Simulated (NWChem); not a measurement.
Everything below was run with NWChem. System: C₄H₅FSi, charge 1, spin multiplicity 2, at the geometry of a parent with another charge or spin, in a state set for the comparison that need not be this species' ground state. Its SCF solution wasn't tested for a lower state. Level: UBLYP/def2-SVP.

The NWChem input:

```
start mol
memory heap 200 mb stack 800 mb global 1000 mb
charge 1
geometry units angstroms nocenter noautoz
  C     -3.209091    -0.085967     0.000000
  C     -2.002672     0.042967     0.000000
  C     -0.583105     0.194557     0.000000
  F     -0.182595     1.485221     0.000000
  C      0.336595    -0.783406     0.000000
  Si     2.188397    -0.458164     0.000000
  H     -4.277224    -0.201801     0.000000
  H     -0.048800    -1.806774     0.000000
  H      2.596670     0.310680     1.210979
  H      2.596670     0.310680    -1.210979
  H      2.888123    -1.774374     0.000000
  symmetry group Cs
end
basis spherical
  * library def2-svp
end
dft
  xc becke88 lyp
  odft
  mult 2
  semidirect memsize 60000000 filesize 0
  iterations 100
end
task dft energy
```

NWChem printed:

```
             Northwest Computational Chemistry Package (NWChem) 7.3.0
             --------------------------------------------------------

                                NWChem Input Module
                                -------------------

 Scaling coordinates for geometry "geometry" by  1.889725989
 (inverse scale =  0.529177249)

 Turning off AUTOSYM since
 SYMMETRY directive was detected!

                             Geometry "geometry" -> ""
                             -------------------------

 Output coordinates in angstroms (scale by  1.889725989 to convert to a.u.)

  No.       Tag          Charge          X              Y              Z
 ---- ---------------- ---------- -------------- -------------- --------------
    1 C                    6.0000    -3.20909100    -0.08596700     0.00000000
    2 C                    6.0000    -2.00267200     0.04296700     0.00000000
    3 C                    6.0000    -0.58310500     0.19455700     0.00000000
    4 F                    9.0000    -0.18259500     1.48522100     0.00000000
    5 C                    6.0000     0.33659500    -0.78340600     0.00000000
    6 Si                  14.0000     2.18839700    -0.45816400     0.00000000
    7 H                    1.0000    -4.27722400    -0.20180100     0.00000000
    8 H                    1.0000    -0.04880000    -1.80677400     0.00000000
    9 H                    1.0000     2.59667000     0.31068000     1.21097900
   10 H                    1.0000     2.59667000     0.31068000    -1.21097900
   11 H                    1.0000     2.88812300    -1.77437400     0.00000000

 Effective nuclear repulsion energy (a.u.)     246.1176131664

            Nuclear Dipole moment (a.u.)
            ----------------------------
        X                 Y               Z
 ---------------- ---------------- ----------------
     0.0000075589     0.0000188973     0.0000000000

      Symmetry information
      --------------------

 Group name             Cs
 Group number              2
 Group order               2
 No. of unique centers    10

      Symmetry unique atoms

     1    2    3    4    5    6    7    8    9   11


 Summary of "ao basis" -> "" (spherical)
 ------------------------------------------------------------------------------
       Tag                 Description            Shells   Functions and Types
 ---------------- ------------------------------  ------  ---------------------
 *                          def2-svp                  on all atoms

                                 NWChem DFT Module
                                 -----------------

 Summary of "ao basis" -> "ao basis" (spherical)
 ------------------------------------------------------------------------------
       Tag                 Description            Shells   Functions and Types
 ---------------- ------------------------------  ------  ---------------------
 C                          def2-svp                 6       14   3s2p1d
 F                          def2-svp                 6       14   3s2p1d
 Si                         def2-svp                 8       18   4s3p1d
 H                          def2-svp                 3        5   2s1p

 Summary of "ao basis" -> "ao basis" (spherical)
 ------------------------------------------------------------------------------
       Tag                 Description            Shells   Functions and Types
 ---------------- ------------------------------  ------  ---------------------
 C                          def2-svp                 6       14   3s2p1d
 F                          def2-svp                 6       14   3s2p1d
 Si                         def2-svp                 8       18   4s3p1d
 H                          def2-svp                 3        5   2s1p

      Symmetry analysis of basis
      --------------------------

        a'         80
        a"         33

            General Information
            -------------------
          SCF calculation type: DFT
          Wavefunction type:  spin polarized.
          No. of atoms     :    11
          No. of electrons :    51
           Alpha electrons :    26
            Beta electrons :    25
          Charge           :     1
          Spin multiplicity:     2
          Use of symmetry is: on ; symmetry adaption is: on
          Maximum number of iterations: 100
          AO basis - number of functions:   113
                     number of shells:    53
          Convergence on energy requested:  1.00D-06
          Convergence on density requested:  1.00D-05
          Convergence on gradient requested:  5.00D-04

              XC Information
              --------------
                    Becke 1988 Exchange Functional  1.000
              Lee-Yang-Parr Correlation Functional  1.000

             Grid Information
             ----------------
          Grid used for XC integration:  medium
          Radial quadrature: Mura-Knowles
          Angular quadrature: Lebedev.
          Tag              B.-S. Rad. Rad. Pts. Rad. Cut. Ang. Pts.
          ---              ---------- --------- --------- ---------
          C                   0.70       49          14.0       434
          F                   0.50       49          11.0       434
          Si                  1.10       88          14.0       590
          H                   0.35       45          15.0       434
          Grid pruning is: on
          Number of quadrature shells:   513
          Spatial weights used:  Erf1

          Convergence Information
          -----------------------
          Convergence aids based upon iterative change in
[...]
    20     -0.184774   2 C  pz               48      0.182924   4 F  pz
     9     -0.162660   1 C  pz               80     -0.136061   6 Si pz

 Vector   27  Occ=0.000000D+00  E=-3.089254D-01  Symmetry=a"
              MO Center= -8.1D-01, -1.9D-01,  5.5D-16, r^2= 4.0D+00
   Bfn.  Coefficient  Atom+Function         Bfn.  Coefficient  Atom+Function
  ----- ------------  ---------------      ----- ------------  ---------------
    34      0.410751   3 C  pz               62     -0.390577   5 C  pz
    65     -0.384657   5 C  pz                6     -0.334903   1 C  pz
    37      0.325619   3 C  pz                9     -0.310701   1 C  pz
    23      0.176059   2 C  pz               48      0.170385   4 F  pz
    20      0.169289   2 C  pz               51     -0.140991   4 F  pz

 Vector   28  Occ=0.000000D+00  E=-2.347779D-01  Symmetry=a'
              MO Center= -2.1D+00,  4.2D-02,  2.0D-16, r^2= 3.3D+00
   Bfn.  Coefficient  Atom+Function         Bfn.  Coefficient  Atom+Function
  ----- ------------  ---------------      ----- ------------  ---------------
     8      0.528100   1 C  py                5      0.454636   1 C  py
    22     -0.455982   2 C  py               19     -0.409615   2 C  py
    31     -0.231614   3 C  s                45      0.216365   4 F  s
    33     -0.185526   3 C  py               36     -0.182225   3 C  py
    47      0.170895   4 F  py               73      0.162544   6 Si s

 Vector   29  Occ=0.000000D+00  E=-1.633625D-01  Symmetry=a"
              MO Center= -1.4D+00, -7.4D-02, -6.1D-15, r^2= 4.7D+00
   Bfn.  Coefficient  Atom+Function         Bfn.  Coefficient  Atom+Function
  ----- ------------  ---------------      ----- ------------  ---------------
    23      0.681855   2 C  pz                9     -0.545118   1 C  pz
    20      0.486447   2 C  pz               37     -0.442215   3 C  pz
    83      0.438925   6 Si pz               34     -0.392460   3 C  pz
     6     -0.348095   1 C  pz              100     -0.321694   9 H  s
   105      0.321694  10 H  s                65      0.171507   5 C  pz

                     DFT Final Beta Molecular Orbital Analysis
                     -----------------------------------------

 Vector   23  Occ=1.000000D+00  E=-4.843657D-01  Symmetry=a"
              MO Center=  1.4D+00, -1.1D-02, -3.4D-15, r^2= 5.7D+00
   Bfn.  Coefficient  Atom+Function         Bfn.  Coefficient  Atom+Function
  ----- ------------  ---------------      ----- ------------  ---------------
    99      0.287357   9 H  s               104     -0.287357  10 H  s
    80      0.285801   6 Si pz               20     -0.210136   2 C  pz
    83      0.209499   6 Si pz                6     -0.182735   1 C  pz
    77     -0.160099   6 Si pz              100      0.116960   9 H  s
   105     -0.116960  10 H  s                23     -0.115479   2 C  pz

 Vector   24  Occ=1.000000D+00  E=-4.766449D-01  Symmetry=a'
              MO Center= -1.7D+00, -8.5D-02, -3.9D-14, r^2= 4.6D+00
   Bfn.  Coefficient  Atom+Function         Bfn.  Coefficient  Atom+Function
  ----- ------------  ---------------      ----- ------------  ---------------
     5      0.404293   1 C  py               19      0.406303   2 C  py
     8      0.200555   1 C  py               22      0.198878   2 C  py
    60     -0.152005   5 C  px               79      0.109525   6 Si py
    46     -0.107182   4 F  px               99      0.094887   9 H  s
   104      0.094887  10 H  s                82      0.089976   6 Si py

 Vector   25  Occ=1.000000D+00  E=-4.696225D-01  Symmetry=a'
              MO Center=  2.1D+00, -9.0D-01, -2.2D-15, r^2= 4.1D+00
   Bfn.  Coefficient  Atom+Function         Bfn.  Coefficient  Atom+Function
  ----- ------------  ---------------      ----- ------------  ---------------
   109      0.384734  11 H  s                79     -0.292867   6 Si py
    82     -0.206279   6 Si py              110      0.166792  11 H  s
    99     -0.164733   9 H  s               104     -0.164733  10 H  s
    76      0.163306   6 Si py               31      0.141992   3 C  s
     5      0.133873   1 C  py               59     -0.127847   5 C  s

 Vector   26  Occ=0.000000D+00  E=-4.307872D-01  Symmetry=a"
              MO Center= -5.1D-01, -1.2D-01,  5.2D-15, r^2= 4.9D+00
   Bfn.  Coefficient  Atom+Function         Bfn.  Coefficient  Atom+Function
  ----- ------------  ---------------      ----- ------------  ---------------
    62      0.352215   5 C  pz                6     -0.304445   1 C  pz
    34      0.286848   3 C  pz               65      0.252533   5 C  pz
    20     -0.202732   2 C  pz               48      0.194100   4 F  pz
     9     -0.178508   1 C  pz               99     -0.148609   9 H  s
   104      0.148609  10 H  s                51     -0.143843   4 F  pz

 Vector   27  Occ=0.000000D+00  E=-2.854730D-01  Symmetry=a"
              MO Center= -7.5D-01, -2.4D-01, -9.6D-16, r^2= 4.4D+00
   Bfn.  Coefficient  Atom+Function         Bfn.  Coefficient  Atom+Function
  ----- ------------  ---------------      ----- ------------  ---------------
    65     -0.405399   5 C  pz               62     -0.382271   5 C  pz
    34      0.376081   3 C  pz                6     -0.330409   1 C  pz
     9     -0.328663   1 C  pz               37      0.318761   3 C  pz
    23      0.180597   2 C  pz              100      0.162067   9 H  s
   105     -0.162067  10 H  s                20      0.159709   2 C  pz

 Vector   28  Occ=0.000000D+00  E=-2.319115D-01  Symmetry=a'
              MO Center= -2.1D+00,  3.9D-02, -4.6D-13, r^2= 3.3D+00
   Bfn.  Coefficient  Atom+Function         Bfn.  Coefficient  Atom+Function
  ----- ------------  ---------------      ----- ------------  ---------------
     8      0.534063   1 C  py                5      0.456273   1 C  py
    22     -0.453815   2 C  py               19     -0.403209   2 C  py
    31     -0.228886   3 C  s                45      0.217453   4 F  s
    33     -0.184122   3 C  py               36     -0.184212   3 C  py
    47      0.170833   4 F  py               73      0.161729   6 Si s

   alpha - beta orbital overlaps
   -----------------------------

   alpha      1      2      3      4      5      6      7      8      9     10
    beta      1      2      3      4      5      6      7      8      9     10
 overlap   1.000  1.000  1.000  1.000  1.000  1.000  1.000  1.000  1.000  1.000

   alpha     11     12     13     14     15     16     17     18     19     20
    beta     11     12     13     14     15     16     17     19     18     20
 overlap   1.000  0.998  0.999  0.999  1.000  1.000  1.000  0.999  1.000  1.000

   alpha     21     22     23     24     25     26     27     28     29     30
    beta     21     22     23     24     25     26     27     28     30     29
 overlap   0.999  0.997  0.990  0.999  0.999  0.988  0.997  1.000  0.996  0.999

   alpha     31     32     33     34     35     36     37     38     39     40
    beta     31     32     33     34     35     36     37     38     39     40
 overlap   0.999  0.999  0.999  0.995  0.998  0.999  0.999  0.999  0.990  0.990

   alpha     41     42     43     44     45     46     47     48     49     50
    beta     41     42     43     44     45     46     47     48     49     50
 overlap   0.999  0.999  0.999  0.996  0.988  0.988  0.995  0.998  0.990  0.972

   alpha     51     52     53     54     55     56     57     58     59     60
    beta     51     52     53     55     54     56     57     58     59     60
 overlap   0.975  0.994  0.995  0.995  0.999  0.999  0.997  0.993  0.993  0.995

   alpha     61     62     63     64     65     66     67     68     69     70
    beta     61     62     63     64     65     66     67     68     69     71
 overlap   0.995  0.999  0.999  0.999  1.000  0.999  0.994  0.994  1.000  1.000

   alpha     71     72     73     74     75     76     77     78     79     80
    beta     70     72     73     74     75     76     77     78     79     80
 overlap   1.000  1.000  0.998  1.000  0.999  0.999  0.998  0.998  0.997  0.999

   alpha     81     82     83     84     85     86     87     88     89     90
    beta     81     82     83     84     85     86     87     88     89     90
 overlap   0.996  0.997  0.989  0.990  0.975  0.973  1.000  0.994  0.994  1.000

   alpha     91     92     93     94     95     96     97     98     99    100
    beta     91     92     93     94     95     96     97     98     99    100
 overlap   0.989  1.000  0.989  0.999  0.990  0.990  1.000  1.000  0.999  0.999

   alpha    101    102    103    104    105    106    107    108    109    110
    beta    101    102    103    104    105    106    107    108    109    110
 overlap   1.000  0.999  0.999  1.000  1.000  1.000  1.000  1.000  1.000  1.000

   alpha    111    112    113
    beta    111    112    113
 overlap   1.000  1.000  1.000

     --------------------------
     Expectation value of S2:
     --------------------------
      <S2> =      0.7541 (Exact =     0.7500)

 center of mass
 --------------
 x =  -0.07480030 y =   0.08748703 z =   0.00000000

 moments of inertia (a.u.)
 ------------------
         232.657980271230         135.155769688244           0.000000000000
         135.155769688244        1267.732339760929           0.000000000000
           0.000000000000           0.000000000000        1479.278969636453

     Multipole analysis of the density
     ---------------------------------

     L   x y z        total         alpha         beta         nuclear
     -   - - -        -----         -----         ----         -------
     0   0 0 0      1.000000    -26.000000    -25.000000     52.000000

     1   1 0 0     -1.173072     -0.108402     -1.064678      0.000008
     1   0 1 0     -0.776159     -0.230403     -0.545775      0.000019
     1   0 0 1     -0.000000     -0.000000     -0.000000      0.000000

     2   2 0 0     -4.344927   -359.648858   -344.783539    700.087470
     2   1 1 0      0.105520     35.913342     36.190048    -71.997870
     2   1 0 1     -0.000000     -0.000000     -0.000000      0.000000
     2   0 2 0    -28.268904    -74.631239    -72.922707    119.285042
     2   0 1 1     -0.000000     -0.000000     -0.000000      0.000000
     2   0 0 2    -29.067234    -20.989734    -18.551218     10.473718

 Task  times  cpu:       16.3s     wall:       16.3s

 Total times  cpu:       16.3s     wall:       16.3s
```
